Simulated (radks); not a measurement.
All-electron atom: Os67+ in [He] 2s1 2p5 3s1 (not the ground configuration). Method: Dirac Kohn-Sham, PBE, spin-unpolarised, spherical densities, point nucleus; open shells fill j = l - 1/2 first; computed with a radial shooting solver on a logarithmic mesh with Libxc functionals.

Normalised radial functions P(r) = r R(r) (large component), r in bohr:

r,1s1/2,2p1/2,3s1/2
0.001013,1.8657,0.0773,0.3824
0.001257,2.1920,0.0970,0.4478
0.00156,2.5638,0.1226,0.5215
0.001936,2.9821,0.1561,0.6033
0.002384,3.4271,0.1984,0.6884
0.002958,3.9268,0.2562,0.7808
0.003672,4.4525,0.3329,0.8731
0.004557,4.9833,0.4347,0.9581
0.00561,5.4704,0.5636,1.0233
0.006963,5.9103,0.7386,1.0599
0.008642,6.2305,0.9653,1.0461
0.01064,6.3696,1.2417,0.9646
0.01321,6.2814,1.5955,0.7863
0.01639,5.9133,2.0170,0.4938
0.02034,5.2555,2.4922,0.0809
0.02504,4.3865,2.9687,-0.4110
0.03108,3.3357,3.4245,-0.9598
0.03858,2.2758,3.7558,-1.4338
0.04788,1.3575,3.8638,-1.6709
0.05895,0.7054,3.6810,-1.5136
0.07316,0.2923,3.1732,-0.8468
0.0908,0.0939,2.4160,0.2709
0.1127,0.0220,1.5764,1.5424
0.1387,0.0038,0.8721,2.4740
0.1722,0.0004,0.3737,2.7440
0.2137,0.0000,0.1193,2.2513
0.2631,0.0000,0.0282,1.4005
0.3266,0.0000,0.0040,0.6152
0.4053,0.0000,0.0003,0.1820
0.503,0.0000,0.0000,0.0334

1s1/2: eigenvalue -80494 eV, 0 radial nodes, <r> = 0.0177 bohr, 90 % of the charge inside 0.0323 bohr. 2p1/2: eigenvalue -18537.6 eV, 0 radial nodes, <r> = 0.0597 bohr, 90 % of the charge inside 0.0988 bohr. 3s1/2: eigenvalue -7914.7 eV, 2 radial nodes at r = 0.0211, 0.0866 bohr, <r> = 0.173 bohr, 90 % of the charge inside 0.252 bohr.
